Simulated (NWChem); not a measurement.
System: CH$_{3}$FO$_{3}$Si; SMILES O=C[Si](O)(O)F

Here is an NWChem input.

```
start job
memory heap 200 mb stack 900 mb global 1100 mb
geometry units angstroms noautosym nocenter noautoz
  O      0.281222     2.139012     0.420955
  C     -0.519475     1.393040    -0.099994
  Si    -0.059453    -0.459323    -0.108355
  O     -1.260981    -1.333738     0.578845
  O      1.365957    -0.548466     0.694621
  F      0.142690    -0.955513    -1.633411
  H     -1.465360     1.805026    -0.539445
  H     -1.053364    -2.184436     0.977290
  H      1.689167     0.332712     0.931844
end
basis spherical
  O library def2-svp
  C library def2-svp
  Si library def2-svp
  F library def2-svp
  H library def2-svp
end
dft
  xc b3lyp
  iterations 150
  mulliken
end
task dft energy
esp
  recalculate
  probe 0.07
  range 0.3
  factor 1.0
  spacing 0.02
end
task esp
```

NWChem printed, in part:

```
             Northwest Computational Chemistry Package (NWChem) 7.3.0
             --------------------------------------------------------

                             Geometry "geometry" -> ""
                             -------------------------

 Output coordinates in angstroms (scale by  1.889725989 to convert to a.u.)

  No.       Tag          Charge          X              Y              Z
 ---- ---------------- ---------- -------------- -------------- --------------
    1 O                    8.0000     0.28122200     2.13901200     0.42095500
    2 C                    6.0000    -0.51947500     1.39304000    -0.09999400
    3 Si                  14.0000    -0.05945300    -0.45932300    -0.10835500
    4 O                    8.0000    -1.26098100    -1.33373800     0.57884500
    5 O                    8.0000     1.36595700    -0.54846600     0.69462100
    6 F                    9.0000     0.14269000    -0.95551300    -1.63341100
    7 H                    1.0000    -1.46536000     1.80502600    -0.53944500
    8 H                    1.0000    -1.05336400    -2.18443600     0.97729000
    9 H                    1.0000     1.68916700     0.33271200     0.93184400

 Effective nuclear repulsion energy (a.u.)     317.2570329476

                                 NWChem DFT Module
                                 -----------------

 Summary of "ao basis" -> "ao basis" (spherical)
 ------------------------------------------------------------------------------
       Tag                 Description            Shells   Functions and Types
 ---------------- ------------------------------  ------  ---------------------
 O                          def2-svp                 6       14   3s2p1d
 C                          def2-svp                 6       14   3s2p1d
 Si                         def2-svp                 8       18   4s3p1d
 F                          def2-svp                 6       14   3s2p1d
 H                          def2-svp                 3        5   2s1p

            General Information
            -------------------
          SCF calculation type: DFT
          Wavefunction type:  closed shell.
          No. of atoms     :     9
          No. of electrons :    56
           Alpha electrons :    28
            Beta electrons :    28
          Charge           :     0
          Spin multiplicity:     1
          Use of symmetry is: off; symmetry adaption is: off
          Maximum number of iterations: 150
          AO basis - number of functions:   103
                     number of shells:    47
          Convergence on energy requested:  1.00D-06
          Convergence on density requested:  1.00D-05
          Convergence on gradient requested:  5.00D-04

              XC Information
              --------------
                         B3LYP Method XC Potential
                     Hartree-Fock (Exact) Exchange  0.200
                        Slater Exchange Functional  0.800 local
                    Becke 1988 Exchange Functional  0.720 non-local
              Lee-Yang-Parr Correlation Functional  0.810
                  VWN I RPA Correlation Functional  0.190 local

             Grid Information
             ----------------
          Grid used for XC integration:  medium
          Radial quadrature: Mura-Knowles
          Angular quadrature: Lebedev.
          Tag              B.-S. Rad. Rad. Pts. Rad. Cut. Ang. Pts.
          ---              ---------- --------- --------- ---------
          O                   0.60       49          12.0       434
          C                   0.70       49          10.0       434
          Si                  1.10       88           9.0       590
          F                   0.50       49           9.0       434
          H                   0.35       45          11.0       434
          Grid pruning is: on
          Number of quadrature shells:   468
          Spatial weights used:  Erf1

      Superposition of Atomic Density Guess
      -------------------------------------

 Sum of atomic energies:        -651.22716487

      Non-variational initial energy
      ------------------------------

 Total energy =    -653.096178
 1-e energy   =   -1531.905977
 2-e energy   =     561.552766
 HOMO         =      -0.289469
 LUMO         =      -0.067674

     ---------------------------------------------
      Total Density - Mulliken Population Analysis
     ---------------------------------------------

    Atom       Charge   Shell Charges
 -----------   ------   -------------------------------------------------------
    1 O    8     8.66   1.99  1.13  0.69  3.01  1.82  0.01
    2 C    6     5.58   1.99  0.96  0.36  1.54  0.67  0.07
    3 Si  14    12.45   2.00  1.99  0.81  0.06  5.93  0.85  0.42  0.38
    4 O    8     8.74   1.99  1.10  0.63  3.08  1.93  0.00
    5 O    8     8.76   1.99  1.10  0.63  3.09  1.94  0.00
    6 F    9     9.57   1.99  1.15  0.78  3.51  2.13  0.00
    7 H    1     0.95   0.69  0.24  0.02
    8 H    1     0.65   0.52  0.07  0.06
    9 H    1     0.65   0.51  0.07  0.06

   convergence    iter        energy       DeltaE   RMS-Dens  Diis-err
 ---------------- ----- ----------------- --------- --------- ---------
 d= 0,ls=0.0,diis     1   -654.5136899536 -9.72D+02  1.92D-02  1.58D+00
 d= 0,ls=0.0,diis     2   -654.1548495945  3.59D-01  1.18D-02  5.50D+00
 d= 0,ls=0.0,diis     3   -654.6816604217 -5.27D-01  2.80D-03  1.43D-01
 d= 0,ls=0.0,diis     4   -654.6899496894 -8.29D-03  1.23D-03  5.74D-02
 d= 0,ls=0.0,diis     5   -654.6952718129 -5.32D-03  1.41D-04  4.93D-04
  Resetting Diis
 d= 0,ls=0.0,diis     6   -654.6953117074 -3.99D-05  4.28D-05  3.85D-05
 d= 0,ls=0.0,diis     7   -654.6953155890 -3.88D-06  2.89D-05  4.65D-06
 d= 0,ls=0.0,diis     8   -654.6953147539  8.35D-07  1.78D-05  1.38D-05
 d= 0,ls=0.0,diis     9   -654.6953160031 -1.25D-06  2.15D-06  1.85D-07
 d= 0,ls=0.0,diis    10   -654.6953160205 -1.75D-08  6.69D-07  7.39D-09

         Total DFT energy =     -654.695316020547
      One electron energy =    -1535.654409307737
           Coulomb energy =      627.550639483891
    Exchange-Corr. energy =      -63.848579144271
 Nuclear repulsion energy =      317.257032947570

 Numeric. integr. density =       56.000005114564

                       DFT Final Molecular Orbital Analysis
                       ------------------------------------

 Vector   26  Occ=2.000000D+00  E=-3.633485D-01
              MO Center= -5.0D-01, -9.8D-01,  4.4D-01, r^2= 2.5D+00
   Bfn.  Coefficient  Atom+Function         Bfn.  Coefficient  Atom+Function
  ----- ------------  ---------------      ----- ------------  ---------------
    52      0.434939  4 O  pz                55      0.307260  4 O  pz
    66      0.265674  5 O  pz                51      0.227749  4 O  py
    69      0.184484  5 O  pz                80     -0.178251  6 F  pz
    54      0.163538  4 O  py                41      0.143536  3 Si pz
    83      0.117966  6 F  pz                50     -0.110395  4 O  px

 Vector   27  Occ=2.000000D+00  E=-3.351707D-01
              MO Center=  4.0D-01, -8.2D-01,  5.1D-01, r^2= 2.5D+00
   Bfn.  Coefficient  Atom+Function         Bfn.  Coefficient  Atom+Function
  ----- ------------  ---------------      ----- ------------  ---------------
    66      0.410694  5 O  pz                69      0.306382  5 O  pz
    52     -0.295302  4 O  pz                64     -0.284920  5 O  px
    55     -0.224836  4 O  pz                67     -0.211303  5 O  px
    50     -0.186158  4 O  px                78     -0.149444  6 F  px
    51     -0.145333  4 O  py                53     -0.133700  4 O  px

[...]

                     NWChem Electrostatic Potential Fit Module
                     -----------------------------------------

 Atom parameters

 Number of atoms is                                    9
 Number of basis functions is                        103

 Grid parameters

 Maximum number of grid points is                  39202
 Number of grid points is                          39201
 Grid range                                     0.300000 nm
 Grid spacing                                   0.020000 nm
 Probe radius                                   0.070000 nm
 Atom radius factor                             1.000000

 Atomic radii

    1    0.100000
    6    0.147000
    8    0.136000
    9    0.128000
   14    0.187000
 FASTESP  F
  using M.O. file = ./job.movecs

    Atom              Coordinates                           Charge

                                                  ESP

    1 O     0.028122    0.213901    0.042096   -0.365235
    2 C    -0.051948    0.139304   -0.009999    0.194909
    3 Si   -0.005945   -0.045932   -0.010836    1.072164
    4 O    -0.126098   -0.133374    0.057885   -0.751707
    5 O     0.136596   -0.054847    0.069462   -0.653700
    6 F     0.014269   -0.095551   -0.163341   -0.359872
    7 H    -0.146536    0.180503   -0.053945    0.033619
    8 H    -0.105336   -0.218444    0.097729    0.462942
    9 H     0.168917    0.033271    0.093184    0.366880
                                            ------------
                                                0.000000

 Dipole moment                                  0.544552

 Quadrupole moment Qxx                          0.240552
                   Qyy                          1.037463
                   Qzz                         -1.278015

 RMS deviation kJ/mol                           0.049221

 RRMS %                                        19.978704
```

Level: B3LYP/def2-SVP. The geometry was optimised at PBE0/def2-SVP.
